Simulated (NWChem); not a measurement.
CH4O4Si; SMILES O[Si]1(O)OCO1

```xyz
10

O     -1.3713    -1.2911     0.0022
Si    -0.0262    -0.3718     0.0000
O      1.2294    -1.4246    -0.0021
O      0.0090     0.8983     1.0988
C     -0.0049     1.7978     0.0000
O      0.0036     0.8983    -1.0988
H     -1.2456    -2.2445     0.0044
H      2.1188    -1.0589    -0.0010
H      0.8922     2.4433    -0.0022
H     -0.9189     2.4181     0.0022
```
Atoms are numbered in this order, from 1.

Program: NWChem. Pople sets run with spherical d functions. The geometry was optimised at PBE0/def2-SVP. Core excitations by TDA in a window of 1s orbitals, non-relativistic and unshifted: absolute energies depend strongly on the exact-exchange share.

**Question.** Predict the results for Si K edge, B3LYP/6-311G**. Quantities: first 1s excitation (eV); dipole oscillator strength of the first; first state with f > 0.002 (eV); dipole oscillator strength of that state.

**Answer.** 
```
Item                                      Result
----------------------------------------  ------
first 1s excitation (eV)                  1799.6
dipole oscillator strength of the first   0.0002
first state with f > 0.002 (eV)           1800.7
dipole oscillator strength of that state  0.0041
```
